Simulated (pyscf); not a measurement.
# `[OH][Al][OH]`, doublet

Gas-phase minimum from PySCF at ωB97X-D3(BJ)/def2-SVP, one conformer. Other isomers of [HO–Al–OH]• were not searched in full and may lie lower. 

SMILES: [OH][Al][OH]
```xyz
5

Al    -0.1257     0.0456    -0.0240
O     -1.0596     1.4719     0.0515
O     -0.9250    -1.4710    -0.0647
H     -2.0207     1.4911     0.0764
H     -0.4609    -2.3111    -0.1080
```
Charge 0, spin multiplicity 2.

Bond lengths (Å): Al1–O2 1.707, Al1–O3 1.715, O2–H4 0.962, O3–H5 0.961. Angles (°): O2–Al1–O3 119.0, Al1–O2–H4 124.4, Al1–O3–H5 123.3.

Properties at ωB97X-D3(BJ)/def2-SVP:

```yaml
harmonic_wavenumbers_unscaled: 220, 310, 326, 534, 567, 780, 925, 3949, 3967 cm⁻¹
zero_point_energy: 16.6 kcal/mol
rotational_symmetry_number: 1
Entropy of this conformer at 298 K and 1 atm, rigid rotor and harmonic oscillator, modes under 100 cm⁻¹ raised to 100: 287.0 J/(mol K)
dipole_moment: 1.29 D
Spin expectation value S2: 0.751
```

Single-point totals, which compare only within one level (frozen core for MP2 and CC):

| level | total energy (hartree) |
|---|---|
| ωB97X-D3(BJ)/def2-TZVP | -394.26542 |
| PBE/def2-TZVP | -393.93330 |
| r²SCAN/def2-TZVP | -394.13099 |
| B3LYP-D3(BJ)/def2-TZVP | -394.25674 |
| PBE0-D3(BJ)/def2-TZVP | -393.95377 |
| M06-2X/def2-TZVP | -394.15579 |
| ωB97M-D3(BJ)/def2-TZVP | -394.29676 |
| UHF/def2-TZVPP | -392.97364 |
| MP2/def2-TZVPP | -393.51672 |
| CCSD/def2-TZVPP | -393.52218 |
| CCSD(T)/def2-TZVPP | -393.54157 |

The CCSD(T) − MP2 part came from Ansatz, without density fitting, on the same reference.
